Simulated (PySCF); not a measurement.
# Spinor energies of In³⁷⁺ (indium, charge +37)

Start: [Ne] 3s2. Calculated with PySCF 2.14 in an even-tempered Gaussian basis (18 s from 2.5 bohr⁻², ratio 2.6; 13 p from 3.3 bohr⁻², ratio 2.6; 6 d from 3.3 bohr⁻², ratio 2.8; 4 f from 48 bohr⁻², ratio 2.8): generalised Hartree-Fock with the X2C-1e Hamiltonian and a Gaussian nucleus; spin-orbit coupling (SO) screened by Boettger's factors.

```
spinor shell  electrons  ε, screened SO (eV)  weight of nominal j (screened SO)  rms radius, screened SO (bohr)
       1s1/2          2             -30339.1                              1.000                          0.0340
       2s1/2          2              -6420.4                              1.000                           0.136
       2p1/2          2              -6142.6                              1.000                           0.118
       2p3/2          4              -5922.2                              1.000                           0.122
       3s1/2          2              -2548.4                              1.000                           0.327
```

| quantity | screened SO |
| --- | --- |
| E (hartree) | -4704.08989 |
| M_J | 0 |
| ⟨J²⟩ | 0.000 |
| ⟨L²⟩ | 0.006 |
| ⟨S²⟩ | 0.006 |

Breit and QED terms are absent; they matter most for the inner s and p1/2 levels.

Densities and radii are taken from the X2C orbitals without a picture-change correction, which distorts them close to the nucleus.
